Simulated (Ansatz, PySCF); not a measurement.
Gas-phase reaction in SMILES: F (HF) → F atom + H atom (the F-H bond at the site shown breaks; other sites are not compared here)
Each molecule is optimised on its own at B3LYP-D3(BJ)/def2-TZVP (Ansatz, a program for electronic structure).

Property: bond dissociation energy (enthalpy at 298 K, with B3LYP-D3(BJ) rigid-rotor harmonic-oscillator terms from PySCF), in kJ/mol. Correlated levels leave the core frozen unless marked. Open shells are spin-unrestricted. No spin-orbit coupling. No relativistic terms. CBS(X,Y): correlation extrapolated as X^-3; Hartree-Fock from the larger set (for Q and 5 zeta extrapolated as (X+1)exp(-9√X)).

```csv
level,program,bond dissociation energy (kJ/mol)
B3LYP-D3(BJ)/def2-TZVPD,Ansatz + dftd3,___
PBE0-D3(BJ)/def2-TZVPD,Ansatz + dftd3,548.7
PBE0-D4/def2-TZVPD,Ansatz + dftd4,548.6
TPSSh-D3(BJ)/def2-TZVPD,PySCF + dftd3,552.4
MN15/def2-TZVPD,PySCF,___
LC-wPBE-D3(BJ)/def2-TZVPD,Ansatz + dftd3,___
B2PLYP-D4/def2-TZVPD,Ansatz + dftd4,556.5
SCS-MP2/def2-QZVPPD,Ansatz,577.3
CCSD/cc-pVTZ,Ansatz,544.7
"CCSD(T)/CBS(cc-pVQZ,cc-pV5Z)",Ansatz,___
```

Problem. Fill in the missing entries.

Solution. 
- B3LYP-D3(BJ)/def2-TZVPD, bond dissociation energy (kJ/mol): 558.6
- MN15/def2-TZVPD, bond dissociation energy (kJ/mol): 566.8
- LC-wPBE-D3(BJ)/def2-TZVPD, bond dissociation energy (kJ/mol): 556.1
- CCSD(T)/CBS(cc-pVQZ,cc-pV5Z), bond dissociation energy (kJ/mol): 572.1
